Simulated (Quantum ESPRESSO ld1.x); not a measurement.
Problem. Yb4+, configuration [Xe] 4f12. Method: Dirac Kohn-Sham, LDA (Slater exchange, Perdew-Zunger correlation), spin-unpolarised, spherical densities, point nucleus; open shells are shared between the two j in proportion to 2j + 1; computed with ld1.x of Quantum ESPRESSO 7.5. Some entries of the table are withheld. Estimate them.

| orbital | occ. | eigenvalue (eV) | <r^2> (bohr^2) | <r> (bohr) |
|---|---|---|---|---|
| 1s1/2 | 2 | -61170.1 | 0.0005305 | 0.01967 |
| 2s1/2 | 2 | -10405.6 | 0.008161 | 0.08280 |
| 2p1/2 | 2 | -9930.12 | 0.005864 | 0.06875 |
| 2p3/2 | 4 | -8884.30 | 0.007077 | 0.07625 |
| 3s1/2 | 2 | -2389.73 | (1) | 0.2165 |
| 3p1/2 | 2 | -2179.64 | 0.04952 | 0.2062 |
| 3p3/2 | 4 | -1957.78 | 0.05629 | 0.2203 |
| 3d3/2 | 4 | -1599.19 | 0.04406 | 0.1936 |
| 3d5/2 | 6 | -1550.69 | 0.04593 | 0.1979 |
| 4s1/2 | 2 | (2) | 0.2683 | 0.4872 |
| 4p1/2 | 2 | -430.061 | 0.2787 | 0.4945 |
| 4p3/2 | 4 | -379.317 | 0.3159 | 0.5268 |
| 4d3/2 | 4 | -239.151 | 0.3516 | 0.5502 |
| 4d5/2 | 6 | -229.855 | 0.3659 | 0.5615 |
| 5s1/2 | 2 | -103.674 | 1.517 | 1.163 |
| 5p1/2 | 2 | -79.0866 | 1.848 | 1.279 |
| 5p3/2 | 4 | -71.7457 | 2.116 | 1.370 |
| 4f5/2 | 5.14286 | -58.2674 | 0.6079 | 0.6912 |
| 4f7/2 | 6.85714 | -56.7867 | 0.6276 | 0.7018 |
| 5d3/2 | 0 | -39.1767 | 3.737 | (3) |
| 5d5/2 | 0 | -38.4067 | 3.878 | (4) |
| 6s1/2 | 0 | -34.3128 | 7.681 | 2.628 |

Solution. 
(1) 3s1/2 <r^2> (bohr^2): 0.05370
(2) 4s1/2 eigenvalue (eV): -515.093
(3) 5d3/2 <r> (bohr): 1.810
(4) 5d5/2 <r> (bohr): 1.844
